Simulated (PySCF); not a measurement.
## Working out the ionisation energy of F²⁺

F²⁺ [He] 2s2 2p3 (4S) → F³⁺ [He] 2s2 2p2 (3P). Computed with PySCF 2.14 in def2-TZVP (5s3p2d1f, 31 functions), with the non-relativistic Hamiltonian (point nucleus). Frozen: 1s2. Energies in hartree (1 hartree = 27.21139 eV):

```json
{"part": "UHF", "F²⁺ (lower)": "-97.608721", "F³⁺ (upper)": "-95.320797"}
{"part": "CCSD correlation", "F²⁺ (lower)": "-0.111336", "F³⁺ (upper)": "-0.098639"}
{"part": "(T)", "F²⁺ (lower)": "-0.001134", "F³⁺ (upper)": "-0.001101"}
```

Task: What does Hartree-Fock give?

Result: (-95.320797) − (-97.608721) = 2.287924 hartree = 62.258 eV.

Task: What do CCSD and CCSD(T) give?

Result: The CCSD correlation energies differ by 0.012697 hartree = 0.346 eV and the triples by 0.000033 hartree = 0.001 eV, so CCSD gives 62.604 eV and CCSD(T) 62.605 eV.

Reference: 62.708 eV (semi-empirical (NIST evaluation); NIST Atomic Spectra Database, ionization energies), between the lowest levels; spin-orbit coupling is absent from the calculation.

What remains against the reference includes basis incompleteness, the frozen core and higher excitations.
